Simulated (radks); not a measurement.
Results of a calculation; reference values are marked as such.
Neutral arsenic inside a hard spherical wall (all orbitals vanish at R), configuration held at [Ar] 3d10 4s2 4p3 and not refilled when levels cross. Level of theory: non-relativistic Kohn-Sham, PBEsol, spin-polarised, spherical densities, point nucleus; open shells are filled with parallel spins first (a radial shooting solver on a logarithmic mesh with Libxc functionals). Eigenvalues in eV for spin up, with the zero of energy where the potential of the charges vanishes at infinity; a dash marks a level that is unbound or too diffuse for the functional's potential to be trusted. A positive occupied level is held by the wall or, in an anion where self-interaction has pushed it up, behind a barrier. The pressure on the wall is -dE/dV.

| R (bohr) | E (hartree) | kinetic (hartree) | e(3p) | e(3d) | e(4s) | e(4p) | e(5s, empty) | e(5p, empty) | pressure (GPa) |
|---|---|---|---|---|---|---|---|---|---|
| free | -2233.97754 | 2232.423 | -131.76 | -41.472 | -14.776 | -5.943 | - | - | 0 |
| 20 | -2233.97754 | 2232.423 | -131.76 | -41.472 | -14.776 | -5.943 | - | - | < 0.0001 |
| 15 | -2233.97754 | 2232.423 | -131.76 | -41.472 | -14.776 | -5.943 | -0.432 | 0.591 | < 0.0001 |
| 12 | -2233.97753 | 2232.423 | -131.76 | -41.471 | -14.775 | -5.942 | -0.259 | 1.071 | 0.000165 |
| 8 | -2233.97606 | 2232.437 | -131.65 | -41.363 | -14.693 | -5.859 | 1.225 | 3.859 | 0.0705 |
| 6 | -2233.95716 | 2232.563 | -130.91 | -40.629 | -14.161 | -5.264 | 5.213 | 9.768 | 1.77 |
| 5 | -2233.89851 | 2232.884 | -129.48 | -39.214 | -13.144 | -4.027 | 11.132 | 17.431 | 10.2 |
| 3.5 | -2233.28444 | 2235.423 | -122.12 | -32.022 | -6.969 | 3.825 | 41.368 | 52.195 | 203 |
| 2 | -2224.49885 | 2262.837 | -87.567 | 2.337 | 48.822 | 68.614 | 238.57 | 256.54 | 11700 |
| 1.5 | -2203.18333 | 2324.088 | -42.453 | 50.819 | 163.39 | 189.38 | 544.07 | 556.88 | 85100 |
